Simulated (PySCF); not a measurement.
C2H6Si, triplet, at a GFN2-xTB geometry (the spin is typed, not shown lowest), atoms displaced at random by about 0.02 Å a coordinate; HF/3-21G (PySCF).

Here is a job for PySCF.
```python
from pyscf import gto, scf
from pyscf.geomopt import geometric_solver

mol = gto.Mole()
mol.atom = '''
    Si   -0.279427    0.101186    0.512274
    C     0.773039    1.395441   -0.370774
    H     0.946411    2.306550    0.215455
    H     0.355726    1.690369   -1.307134
    H     1.806362    1.072491   -0.596221
    C    -0.519799   -1.538232   -0.349284
    H     0.452922   -2.034431   -0.579767
    H    -1.022624   -1.432760   -1.287684
    H    -1.107864   -2.238965    0.258370
'''
mol.basis = '3-21g'
mol.charge = 0
mol.spin = 2
mol.verbose = 3
mol.build()

def method(m):
    mf = scf.UHF(m)
    return mf

conv, mol_eq = geometric_solver.kernel(method(mol), maxsteps=100, coordsys='cart')
print('optimisation converged:', conv)
print(mol_eq.tostring(format='xyz'))
mf = method(mol_eq)
mf.kernel()
```

Question: Write the output that PySCF gives for this input, abridged.

Answer: 
```
Custom engine selected.
Bonds will be generated from interatomic distances less than 1.20 times sum of covalent radii
27 Cartesian coordinates being used
Internal coordinate system (atoms numbered from 1):
Cartesian-X 1
Cartesian-Y 1
Cartesian-Z 1
Cartesian-X 2
Cartesian-Y 2
Cartesian-Z 2
Cartesian-X 3
Cartesian-Y 3
Cartesian-Z 3
Cartesian-X 4
Cartesian-Y 4
Cartesian-Z 4
Cartesian-X 5
Cartesian-Y 5
Cartesian-Z 5
Cartesian-X 6
Cartesian-Y 6
Cartesian-Z 6
Cartesian-X 7
Cartesian-Y 7
Cartesian-Z 7
Cartesian-X 8
Cartesian-Y 8
Cartesian-Z 8
Cartesian-X 9
Cartesian-Y 9
Cartesian-Z 9
<class 'geometric.internal.CartesianX'> : 9
<class 'geometric.internal.CartesianY'> : 9
<class 'geometric.internal.CartesianZ'> : 9
> ===== Optimization Info: ====
> Job type: Energy minimization
> Maximum number of optimization cycles: 100
> Initial / maximum trust radius (Angstrom): 0.100 / 0.300
> Convergence Criteria:
> Will converge when all 5 criteria are reached:
>  |Delta-E| < 1.00e-06
>  RMS-Grad  < 3.00e-04
>  Max-Grad  < 4.50e-04
>  RMS-Disp  < 1.20e-03
>  Max-Disp  < 1.80e-03
> === End Optimization Info ===

Geometry optimization cycle 1
Cartesian coordinates (Angstrom)
 Atom        New coordinates             dX        dY        dZ
  Si  -0.279427   0.101186   0.512274    0.000000  0.000000  0.000000
   C   0.773039   1.395441  -0.370774   -0.000000  0.000000  0.000000
   H   0.946411   2.306550   0.215455    0.000000  0.000000  0.000000
   H   0.355726   1.690369  -1.307134    0.000000  0.000000  0.000000
   H   1.806362   1.072491  -0.596221    0.000000  0.000000  0.000000
   C  -0.519799  -1.538232  -0.349284    0.000000  0.000000  0.000000
   H   0.452922  -2.034431  -0.579767   -0.000000  0.000000  0.000000
   H  -1.022624  -1.432760  -1.287684    0.000000  0.000000  0.000000
   H  -1.107864  -2.238965   0.258370    0.000000  0.000000  0.000000

WARN: Mole.unit (angstrom) is changed to Bohr

converged SCF energy = -366.144272618729  <S^2> = 2.0043422  2S+1 = 3.0028934
--------------- UHF_Scanner gradients ---------------
         x                y                z
0 Si     0.0016396014    -0.0111188804    -0.0166959149
1 C    -0.0381578047    -0.0190507384    -0.0010679420
2 H     0.0104615974     0.0062067783     0.0000889230
3 H     0.0095918291    -0.0040821677     0.0108544243
4 H     0.0124273311     0.0070482960    -0.0035593067
5 C    -0.0128433354     0.0394663912     0.0046492380
6 H     0.0147573426    -0.0086403956    -0.0073020086
[...]
converged SCF energy = -366.149699625144  <S^2> = 2.0039063  2S+1 = 3.0026031
Step   13 : Displace = 6.415e-03/9.956e-03 (rms/max) Trust = 3.000e-01 (=) Grad = 8.245e-04/1.201e-03 (rms/max) E (change) = -366.1496996251 (-2.024e-05) Quality = 1.452
converged SCF energy = -366.149718468667  <S^2> = 2.0039338  2S+1 = 3.0026214
Step   14 : Displace = 6.489e-03/9.544e-03 (rms/max) Trust = 3.000e-01 (=) Grad = 7.412e-04/8.355e-04 (rms/max) E (change) = -366.1497184687 (-1.884e-05) Quality = 1.409
converged SCF energy = -366.149733021983  <S^2> = 2.0039649  2S+1 = 3.0026421
Step   15 : Displace = 5.157e-03/7.176e-03 (rms/max) Trust = 3.000e-01 (=) Grad = 6.447e-04/8.271e-04 (rms/max) E (change) = -366.1497330220 (-1.455e-05) Quality = 1.380
converged SCF energy = -366.149744336038  <S^2> = 2.0039845  2S+1 = 3.0026551
Step   16 : Displace = 4.053e-03/5.833e-03 (rms/max) Trust = 3.000e-01 (=) Grad = 5.985e-04/9.857e-04 (rms/max) E (change) = -366.1497443360 (-1.131e-05) Quality = 1.378
converged SCF energy = -366.149753635996  <S^2> = 2.0039978  2S+1 = 3.002664
Step   17 : Displace = 3.462e-03/5.120e-03 (rms/max) Trust = 3.000e-01 (=) Grad = 4.996e-04/8.044e-04 (rms/max) E (change) = -366.1497536360 (-9.300e-06) Quality = 1.360
converged SCF energy = -366.149759195215  <S^2> = 2.0039978  2S+1 = 3.002664
Step   18 : Displace = 2.395e-03/3.825e-03 (rms/max) Trust = 3.000e-01 (=) Grad = 3.139e-04/4.378e-04 (rms/max) E (change) = -366.1497591952 (-5.559e-06) Quality = 1.296
converged SCF energy = -366.149761130407  <S^2> = 2.0039953  2S+1 = 3.0026624
Step   19 : Displace = 9.043e-04/1.441e-03 (rms/max) Trust = 3.000e-01 (=) Grad = 1.743e-04/2.365e-04 (rms/max) E (change) = -366.1497611304 (-1.935e-06) Quality = 1.291
[...]
Along Cartesian-Y 8 -0.429
[...]
Geometry optimization cycle 21
Cartesian coordinates (Angstrom)
 Atom        New coordinates             dX        dY        dZ
  Si  -0.239886   0.105529   0.497929    0.000358 -0.000111  0.000107
   C   0.825827   1.457167  -0.388206    0.000121  0.000284 -0.000164
   H   0.906364   2.329802   0.250088    0.000030 -0.000025  0.000440
   H   0.368373   1.759691  -1.323563   -0.000131 -0.000061 -0.000369
   H   1.825336   1.087145  -0.588632    0.000120  0.000220  0.000063
   C  -0.525608  -1.602554  -0.367173   -0.000130 -0.000263  0.000033
   H   0.419490  -2.096319  -0.565000    0.000131  0.000311 -0.000182
   H  -1.060894  -1.477659  -1.301908    0.000024 -0.000420 -0.000157
   H  -1.114254  -2.241153   0.281699   -0.000523  0.000065  0.000228
converged SCF energy = -366.14976180189  <S^2> = 2.0039943  2S+1 = 3.0026617
--------------- UHF_Scanner gradients ---------------
         x                y                z
0 Si    -0.0001589607    -0.0000016146     0.0001174326
1 C     0.0000325750    -0.0000596556     0.0000050748
2 H    -0.0000354685    -0.0000000202    -0.0000421453
3 H     0.0000137539     0.0001043603    -0.0000051117
4 H     0.0000461159    -0.0000355213    -0.0000287507
5 C     0.0000439038    -0.0000180629    -0.0000698741
6 H     0.0000525080    -0.0001112275     0.0000463100
7 H    -0.0000961288     0.0000740968    -0.0000729875
8 H     0.0001017015     0.0000476451     0.0000500519
----------------------------------------------
cycle 21: E = -366.149761802  dE = -6.71483e-07  norm(grad) = 0.000348782
Step   20 : Displace = 4.026e-04/5.749e-04 (rms/max) Trust = 3.000e-01 (=) Grad = 1.163e-04/1.976e-04 (rms/max) E (change) = -366.1497618019 (-6.715e-07) Quality = 1.362
Along Cartesian-X 9 -0.433
[...]
Converged! =D

optimisation converged: True
9
XYZ from PySCF
Si         -0.23988639        0.10552888        0.49792859
C           0.82582659        1.45716730       -0.38820606
H           0.90636382        2.32980153        0.25008797
H           0.36837269        1.75969099       -1.32356262
H           1.82533595        1.08714533       -0.58863162
C          -0.52560844       -1.60255393       -0.36717268
H           0.41949006       -2.09631908       -0.56499980
H          -1.06089442       -1.47765927       -1.30190757
H          -1.11425386       -2.24115276        0.28169878

converged SCF energy = -366.149761801916  <S^2> = 2.0039938  2S+1 = 3.0026614
```
